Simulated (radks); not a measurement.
Question: Mo2+, configuration [Kr] 4d4. Method: Dirac Kohn-Sham, PBE, spin-unpolarised, spherical densities, finite nucleus; open shells fill j = l - 1/2 first; Fermi nuclear charge, rms radius 4.4091 fm; computed with a radial shooting solver on a logarithmic mesh with Libxc functionals. Some entries of the table are withheld. Estimate them.

orbital,occ.,eigenvalue (eV),<1/r> (bohr^-1),<r^2> (bohr^2)
1s1/2,2,-19830.90,43.55,0.001669
2s1/2,2,-2816.077,9.913,0.02779
2p1/2,2,(1),9.889,0.02099
2p3/2,4,(2),9.416,0.02235
3s1/2,2,-494.6479,3.391,0.2106
3p1/2,2,-409.4185,(3),0.2088
3p3/2,4,-391.8733,(4),0.2191
3d3/2,4,-241.2349,2.987,0.2055
3d5/2,6,-237.9131,2.957,0.2088
4s1/2,2,-82.5799,(5),1.382
4p1/2,2,-58.3254,1.117,(6)
4p3/2,4,-55.8117,1.085,(7)
4d3/2,4,-20.8876,0.7724,3.532
4d5/2,0,-20.6382,0.7648,3.596

Answer: 
(1) 2p1/2 eigenvalue (eV): -2592.102
(2) 2p3/2 eigenvalue (eV): -2485.542
(3) 3p1/2 <1/r> (bohr^-1): 3.289
(4) 3p3/2 <1/r> (bohr^-1): 3.176
(5) 4s1/2 <1/r> (bohr^-1): 1.238
(6) 4p1/2 <r^2> (bohr^2): 1.671
(7) 4p3/2 <r^2> (bohr^2): 1.754
